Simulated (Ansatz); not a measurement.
`F[SiH](F)O[SiH3]` → `F[Si]F` + `O[SiH3]` at 298.15 K and 1 bar (silylene formation by 1,1-elimination).

Program: Ansatz. Geometries: PBE0-D4/def2-TZVP. ΔE: electronic, gas phase. CCSD(T)/CBS adds triple-zeta CCSD(T) − MP2 to the extrapolated MP2 energy (def2 sets, frozen cores). This one scheme is used for every species. One conformer a species, not always the lowest.

| species | CCSD(T)/CBS energy (Eh) | H − E (kJ/mol) | S (J/(mol·K)) |
| --- | --- | --- | --- |
| `F[SiH](F)O[SiH3]` | -855.55648 | 140.7 | 376.1 |
| `F[Si]F` | -488.75686 | 23.6 | 256.9 |
| `O[SiH3]` | -366.69042 | 113.6 | 257.8 |

H − E and S are ideal-gas, rigid-rotor, harmonic terms from PBE0-D4/def2-TZVP, for one conformer and one mirror image of each species. 1 Eh = 2625.50 kJ/mol, R = 8.31446 J/(mol·K).

By hand: ΔE, ΔH, ΔS and ΔG.

ΔE = (-488.75686) + (-366.69042) − (-855.55648) = 0.10920 Eh = 286.7 kJ/mol. Δ(H − E) = 23.6 + 113.6 − 140.7 = -3.5, so ΔH = 283.2 kJ/mol. ΔS = 256.9 + 257.8 − 376.1 = 138.6 J/(mol·K). ΔG = 283.2 − 298.15 × (138.6)/1000 = 241.9 kJ/mol.

By hand: the equilibrium constant, and the temperature at which ΔG would vanish if ΔH and ΔS stayed fixed.

log₁₀ K = −ΔG/(RT ln 10) = -42.4. ΔG = 0 at ΔH/ΔS = 2043 K.

The number of gas molecules changes by +1, which sets the sign of ΔS. A doubt of 5 kJ/mol in ΔE shifts log₁₀ K by 0.9 here. Other conformers and mirror images would add mixing entropy, several J/(mol·K) or more a flexible species. Modes under 60 cm⁻¹, often nearly free rotors, make the harmonic entropy too high. These are equilibria of isolated gas molecules and say nothing of rates. Largest T1 diagnostic: 0.015 (customary marks: 0.02 for closed shells, 0.045 for open ones).
